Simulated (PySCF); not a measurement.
Structure with atom numbers: `[O:1]=[C:2]([OH:3])[CH2:4][C:5]([F:6])([F:7])[F:8]`. Hydrogens are named by the atom that carries them.

Averaged over atoms made equivalent by symmetry, fast rotation or ring inversion, relativity neglected, no solvent, single conformer. Spin–spin couplings from B3LYP/pcJ-1 (spin–dipole term only in couplings to heteroatoms); PBE0-D3(BJ)/def2-SVP structure; NMR shieldings at PBE0/pcSseg-1/GIAO; PySCF.

Task: List the cross peaks expected in HSQC, COSY and HMBC spectra.

Result: 

HSQC (one-bond C–H):
```tsv
δH	δC	¹J(C,H) (Hz)
2.84 (H(C4))	42.3 (C4)	139
```

HMBC (two and three bonds, |J| ≥ 2.5 Hz):
```tsv
δH	δC [abs. J in Hz]
2.84 (H(C4))	167.8 (C2) [6.6], 128.8 (C5) [7.5]
```

No COSY cross peaks are expected.

References, each an isolated molecule treated in the same way: ¹H (σref 31.27), ¹³C (σref 184.41) vs TMS.

OH/NH shifts are gas-phase values; hydrogen bonding in solution moves them, usually downfield. Common functionals overestimate the size of one-bond C–F couplings by tens of Hz; these are unscaled. Shifts are as computed. Against solution values, carbons near 30 ppm lie about +2 ppm off and those near 130 ppm about +5 ppm. Of 1211 compounds with measured shifts, 218 miss one by over three times the rms of a fit or turn the order of signals round; such compounds aren't used in these exercises. The C=O carbon of an acid or of an amide with N–H lies up to 10 ppm further downfield in solution, through hydrogen bonding that the calculation lacks.
